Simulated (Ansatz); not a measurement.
Molecule: sum formula Sn2OH5, net charge 0, doublet state. It need not be the lowest isomer of its formula. 
Coordinates optimised at B3LYP-D3(BJ)/def2-TZVP (Ansatz, a quantum-chemistry and plane-wave program):
```xyz
8

O     -0.1891     0.2778    -0.6536
Sn    -1.4960    -1.0587    -0.0098
H     -2.9009    -0.7239    -0.9776
H     -1.7997    -0.6640     1.6652
Sn     1.5046     0.9729     0.0848
H      1.4491     2.6604    -0.1750
H      2.7728     0.2233    -0.7853
H      1.5595     0.5732     1.7519
```
Charge 0, spin multiplicity 2.

Property: atomisation energy (electronic, to ground-state atoms), in kcal/mol. Correlated levels leave the core frozen unless marked. UHF or UKS for open shells. No spin-orbit coupling. Frozen are the shells of the preceding noble gas and the d and f shells that filled before the atom's block. In def2 rows, elements after Kr have scalar-relativistic effective core potentials. STO-3G rows are all-electron and non-relativistic. The coupled-cluster limit lacks core correlation, which all-electron functionals hold. CBS(X,Y): correlation extrapolated as X^-3; Hartree-Fock from the larger set. The bracket is a focal-point correction in the basis named.

```json
[
 {"level": "HF/def2-QZVPPD", "program": "Ansatz", "atomisation energy (kcal/mol)": "305.3", "minus last row": "-155.8"},
 {"level": "BLYP/def2-TZVPD", "program": "Ansatz", "atomisation energy (kcal/mol)": "446.0", "minus last row": "-15.1"},
 {"level": "revPBE-D4/def2-TZVPD", "program": "Ansatz + dftd4", "atomisation energy (kcal/mol)": "442.5", "minus last row": "-18.6"},
 {"level": "r2SCAN-D3(BJ)/def2-TZVPD", "program": "Ansatz + dftd3", "atomisation energy (kcal/mol)": "456.9", "minus last row": "-4.2"},
 {"level": "B3LYP/def2-TZVPD", "program": "Ansatz", "atomisation energy (kcal/mol)": "447.6", "minus last row": "-13.5"},
 {"level": "r2SCAN0/def2-TZVPD", "program": "Ansatz", "atomisation energy (kcal/mol)": "444.5", "minus last row": "-16.6"},
 {"level": "B2PLYP-D3(BJ)/def2-TZVPD", "program": "Ansatz + dftd3", "atomisation energy (kcal/mol)": "450.1", "minus last row": "-11.0"},
 {"level": "PBE-QIDH/def2-TZVPD", "program": "Ansatz", "atomisation energy (kcal/mol)": "442.3", "minus last row": "-18.8"},
 {"level": "MP2/def2-SVPD", "program": "Ansatz", "atomisation energy (kcal/mol)": "422.8", "minus last row": "-38.3"},
 {"level": "MP2/def2-TZVPPD", "program": "Ansatz", "atomisation energy (kcal/mol)": "446.5", "minus last row": "-14.6"},
 {"level": "RI-MP2/def2-QZVPP", "program": "Ansatz", "atomisation energy (kcal/mol)": "454.6", "minus last row": "-6.5"},
 {"level": "SCS-MP2/STO-3G", "program": "Ansatz", "atomisation energy (kcal/mol)": "550.2", "minus last row": "89.1"},
 {"level": "SCS-MP2/def2-TZVPPD", "program": "Ansatz", "atomisation energy (kcal/mol)": "451.0", "minus last row": "-10.1"},
 {"level": "CCSD/STO-3G", "program": "Ansatz", "atomisation energy (kcal/mol)": "561.7", "minus last row": "100.6"},
 {"level": "CCSD/def2-TZVPP", "program": "Ansatz", "atomisation energy (kcal/mol)": "438.6", "minus last row": "-22.5"},
 {"level": "CCSD(T)/def2-SVP", "program": "Ansatz", "atomisation energy (kcal/mol)": "411.0", "minus last row": "-50.1"},
 {"level": "CCSD(T)/def2-SVPD", "program": "Ansatz", "atomisation energy (kcal/mol)": "424.0", "minus last row": "-37.1"},
 {"level": "CCSD(T)/def2-TZVPPD", "program": "Ansatz", "atomisation energy (kcal/mol)": "447.8", "minus last row": "-13.3"},
 {"level": "RI-MP2/CBS(def2-TZVPPD,def2-QZVPPD)+[CCSD(T)-MP2]/def2-SVPD", "program": "Ansatz", "atomisation energy (kcal/mol)": "461.0", "minus last row": "-0.1"},
 {"level": "RI-MP2/CBS(def2-TZVPP,def2-QZVPP)+[CCSD(T)-MP2]/def2-TZVPP", "program": "Ansatz", "atomisation energy (kcal/mol)": "461.7", "minus last row": "0.6"},
 {"level": "RI-MP2/CBS(def2-TZVPPD,def2-QZVPPD)+[CCSD(T)-MP2]/def2-TZVPPD", "program": "Ansatz", "atomisation energy (kcal/mol)": "461.1", "minus last row": "0.0"}
]
```
